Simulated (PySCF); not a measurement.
Computed χzz against gas-phase spectroscopy

Values to reproduce (atoms as numbered below): 14N at N7: χzz = -4.3 MHz [1].
[1] measured, gas; W. C. Bailey, Calculation of NQCC in Gaseous State Molecules (compilation of microwave values)

Species: 2-methylpyridine, C6H7N.
Z-matrix (Å and degrees, PBE0-D3(BJ)/def2-SVP geometry), rows numbered from 1:
```
C 
C   1  1.4999
C   2  1.4038  1  121.03
C   3  1.3891  2  119.18  1  -179.96
C   4  1.3940  3  118.79  2    -0.01
C   5  1.3924  4  117.89  3    -0.01
N   6  1.3308  5  123.61  4    -0.00
H   1  1.1015  2  111.23  3   -59.76
H   1  1.1015  2  111.23  3    59.66
H   1  1.0970  2  109.40  3   179.94
H   3  1.0929  2  120.00  1     0.05
H   4  1.0931  3  120.50  2  -180.00
H   5  1.0919  4  121.50  3   179.97
H   6  1.0966  5  120.17  4   179.98
```

**Question.** How do the computed couplings compare?

**Answer.** PySCF, non-relativistic, all at one geometry, with Q(14N) = 0.02044 b:

```json
{"level": "B3LYP/6-31G-J", "functions": "112", "14N N7 (MHz)": "-5.414", "computed/reference − 1 (%)": "+25.9"}
{"level": "PBE/pcJ-1", "functions": "259", "14N N7 (MHz)": "-5.041", "computed/reference − 1 (%)": "+17.2"}
{"level": "B3LYP/def2-TZVP", "functions": "259", "14N N7 (MHz)": "-5.148", "computed/reference − 1 (%)": "+19.7"}
{"level": "PBE0/cc-pVTZ", "functions": "308", "14N N7 (MHz)": "-5.040", "computed/reference − 1 (%)": "+17.2"}
{"level": "PBE0/pcJ-1", "functions": "259", "14N N7 (MHz)": "-5.211", "computed/reference − 1 (%)": "+21.2"}
{"level": "PBE0/6-31G", "functions": "77", "14N N7 (MHz)": "-5.004", "computed/reference − 1 (%)": "+16.4"}
{"level": "B3LYP/pcJ-1", "functions": "259", "14N N7 (MHz)": "-5.354", "computed/reference − 1 (%)": "+24.5"}
{"level": "CAM-B3LYP/pcJ-1", "functions": "259", "14N N7 (MHz)": "-5.450", "computed/reference − 1 (%)": "+26.7"}
{"level": "PBE0/def2-TZVP", "functions": "259", "14N N7 (MHz)": "-5.044", "computed/reference − 1 (%)": "+17.3"}
{"level": "LDA/pcJ-1", "functions": "259", "14N N7 (MHz)": "-5.026", "computed/reference − 1 (%)": "+16.9"}
{"level": "PBE0/def2-SVP", "functions": "133", "14N N7 (MHz)": "-4.958", "computed/reference − 1 (%)": "+15.3"}
{"level": "B3LYP/cc-pVTZ", "functions": "308", "14N N7 (MHz)": "-5.159", "computed/reference − 1 (%)": "+20.0"}
{"level": "PBE0/6-311+G(2d,p)", "functions": "231", "14N N7 (MHz)": "-5.068", "computed/reference − 1 (%)": "+17.9"}
{"level": "PBE0/cc-pVDZ", "functions": "133", "14N N7 (MHz)": "-4.839", "computed/reference − 1 (%)": "+12.5"}
{"level": "PBE0/6-31G*", "functions": "112", "14N N7 (MHz)": "-4.734", "computed/reference − 1 (%)": "+10.1"}
{"level": "B3LYP/pcJ-0", "functions": "112", "14N N7 (MHz)": "-6.156", "computed/reference − 1 (%)": "+43.2"}
```

Closest here is PBE0/6-31G* (10.1 % unsigned error), furthest B3LYP/pcJ-0 (43.2 %); one molecule doesn't rank methods. Computed values are for fixed nuclei, while measured ones can include vibrational averaging.
